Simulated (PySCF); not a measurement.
Isomers of C6H7BN2, mass 118.070 u with the commonest isotopes. Theory: PySCF 2.14.0, PBE0-D3(BJ)/def2-SVP geometry optimisation, gas phase. One conformer each, none proved a minimum here; rigid rotors.

Question: Order these by dipole moment, largest first.
A. `c1cc([n+](cc1)[BH3-])C#N`
B. `C#CC#C[C@H]1CNBN1`
C. `C#C[B@@H-](C)[N+]#CCC#N`
D. `[N:1]#[C:2][BH2-:3][n+:4]1[cH:5][cH:6][cH:7][cH:8][cH:9]1` with C2–B3–N4–C5 2°
E. `[CH2:1]=[CH:2][C:3]#[C:4][B:5]([C:6]#[N:7])[NH:8][CH3:9]` with C4–B5–N8–C9 0°
F. `CC#C[BH2-][N+]#CCC#N`

Answer: D (9.01 D), A (8.40 D), F (6.08 D), C (5.89 D), E (5.25 D), B (1.06 D).

Question: Order these by rotational constant C, largest first.
A. `[N+](#CCC#N)[B@@H-](C#C)C`
B. `[N:1]#[C:2][BH2-:3][n+:4]1[cH:5][cH:6][cH:7][cH:8][cH:9]1` with C2–B3–N4–C5 2°
C. `c1ccc(C#N)[n+](c1)[BH3-]`
D. `C#CC#C[C@H]1CNBN1`
E. `[CH2:1]=[CH:2][C:3]#[C:4][B:5]([C:6]#[N:7])[NH:8][CH3:9]` with C4–B5–N8–C9 0°
F. `CC#C[BH2-][N+]#CCC#N`

Answer: C (1009 MHz), B (863.6 MHz), D (681.2 MHz), E (603.8 MHz), A (570.6 MHz), F (457.6 MHz).

Question: Order these by rotational constant B, smallest first.
A. `[CH2:1]=[CH:2][C:3]#[C:4][B:5]([C:6]#[N:7])[NH:8][CH3:9]` with C4–B5–N8–C9 0°
B. `[BH3-][n+]1ccccc1C#N`
C. `[N:1]#[C:2][BH2-:3][n+:4]1[cH:5][cH:6][cH:7][cH:8][cH:9]1` with C2–B3–N4–C5 2°
D. `C([C@@H]1NBNC1)#CC#C`
E. `CC#C[BH2-][N+]#CCC#N`
F. `[N+](#CCC#N)[B@H-](C)C#C`

Answer: E (486.7 MHz), F (653.5 MHz), D (711.4 MHz), A (819.0 MHz), C (1074 MHz), B (1546 MHz).

```csv
SMILES,point group,Ia (u·Å²),Ib (u·Å²),Ic (u·Å²),κ,μa (D),μb (D),μc (D)
N#C[BH2-][n+]1ccccc1,–,118.72,470.65,585.21,-0.88,9.00,0.43,0.01
C#CC#C[C@H]1CNBN1,C1,96.92,710.43,741.85,-0.99,0.30,0.85,0.57
C#C[B@@H-](C)[N+]#CCC#N,C1,140.01,773.34,885.77,-0.95,3.90,4.14,1.51
CC#C[BH2-][N+]#CCC#N,C1,97.11,1038.41,1104.39,-0.99,2.54,5.20,1.85
[BH3-][n+]1ccccc1C#N,near Cs,178.35,326.85,501.06,-0.41,7.07,4.54,0.00
C=CC#CB(C#N)NC,near Cs,223.30,617.06,836.97,-0.74,2.81,4.44,0.00
```
